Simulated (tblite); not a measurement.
Compound: C6H10FO (doublet state).
Cartesian coordinates in Å at the GFN2-xTB level; atoms count from 1:
```xyz
18
C6H10FO angstrom
C      2.8303   -0.5461    0.1240
C      1.3949   -0.5593    0.6009
O      1.0959   -0.8290    1.7648
C      0.4096   -0.2271   -0.3763
C     -1.0190   -0.1407   -0.0060
C     -1.9486   -0.2709   -1.2083
C     -1.2794    1.1898    0.7380
F     -1.0273    2.2589   -0.0806
H      2.9529   -1.2512   -0.6956
H      3.4924   -0.8196    0.9404
H      3.0921    0.4461   -0.2374
H      0.7115    0.0398   -1.3766
H     -1.2251   -0.9181    0.7415
H     -1.7492   -1.1972   -1.7408
H     -2.9868   -0.2731   -0.8846
H     -1.8009    0.5636   -1.8900
H     -0.6225    1.2800    1.6070
H     -2.3297    1.2604    1.0368
```

Computed values, GFN2-xTB/tblite, gas phase, harmonic and unscaled. The method is semi-empirical: single wavenumbers can be off by several per cent or more. One conformer, not necessarily the lowest. Open shells enter through the occupations alone, without spin polarisation, and single modes of such species can be off by tens of per cent.

Harmonic wavenumbers (cm⁻¹): 33.3, 68.3, 88.4, 122.8, 156.9, 201.0, 241.9, 300.6, 348.6, 409.1, 483.4, 552.4, 599.9, 675.3, 859.8, 917.7, 935.7, 976.7, 980.7, 991.8, 1015.4, 1082.0, 1110.9, 1161.5, 1179.8, 1210.2, 1223.8, 1276.4, 1308.2, 1370.3, 1391.7, 1410.1, 1434.9, 1455.9, 1462.3, 1492.4, 1494.4, 1587.6, 2908.0, 2949.9, 2972.7, 3023.4, 3028.9, 3040.9, 3044.8, 3048.5, 3064.1, 3098.7.

A = 3153, B = 1187, C = 1107 MHz; mass 117.072 u (most abundant isotopes); point group C1, symmetry number 1; spin multiplicity 2.

What is the zero-point energy?

½Σν̃ = 31896 cm⁻¹ = 381.56 kJ/mol.

Give the ideal-gas entropy at 500 K and 1 bar in the rigid-rotor, harmonic-oscillator model (classical rotation).

Translation 179.00, rotation 126.70, vibration 202.92, spin (R ln 2) 5.76: S = 514.4 J/(mol K).

And Cp and H(500 K) − H(0)?

Cp = 220.93 J/(mol K), of which vibrations give 187.67 (their classical limit is 48 R = 399.1); H(500 K) − H(0) = 66.28 kJ/mol without the zero-point energy, 49.65 from vibrations.

Which modes carry the vibrational entropy at 500 K?

33.3 cm⁻¹: 27.82; 68.3 cm⁻¹: 21.85; 88.4 cm⁻¹: 19.72; 122.8 cm⁻¹: 17.01; 156.9 cm⁻¹: 15.00; 201.0 cm⁻¹: 12.98 J/(mol K); the other 42 give 88.54 together.

How do the functions run with temperature in this model?

| T (K) | S (J/(mol K)) | Cp (J/(mol K)) | H − H(0) (kJ/mol) | G − H(0) (kJ/mol) | ln q(vib) |
| --- | --- | --- | --- | --- | --- |
| 100 | 300.1 | 81.0 | 5.73 | -24.28 | 2.17 |
| 200 | 367.0 | 115.2 | 15.59 | -57.82 | 4.97 |
| 300 | 420.3 | 150.8 | 28.85 | -97.25 | 7.57 |
| 800 | 635.0 | 291.7 | 144.11 | -363.91 | 19.37 |
| 1000 | 703.6 | 322.7 | 205.71 | -497.91 | 23.65 |

q(vib) and H(0) count from the zero-point level.

What must be added to the electronic energy to get the Gibbs energy at 500 K and 1 bar?

ZPE + [H(500 K) − H(0)] − T·S = 381.56 + 66.28 − 257.19 = 190.65 kJ/mol.

Blend soft modes into free rotors: weight 1/[1 + (100 cm⁻¹/ν̃)⁴] for the oscillator and the rest for a rotor with moment μB/(μ + B), μ = h/(8π²ν), B = 10⁻⁴⁴ kg m². What vibrational entropy results?

183.96 J/(mol K) in place of 202.92, which changes −T·S at 500 K by +9.48 kJ/mol.

Hindered rotation and anharmonicity are outside this model. Other conformers, if any are populated, would add a mixing term that is left out. The structure is chiral; the term R ln 2 for an equal mix with its mirror image is left out.

Hardware: an Arm Neoverse V2 with one thread, shared host. Cost: 0.43 s wall. This covers the Hessian and the dipole derivatives.
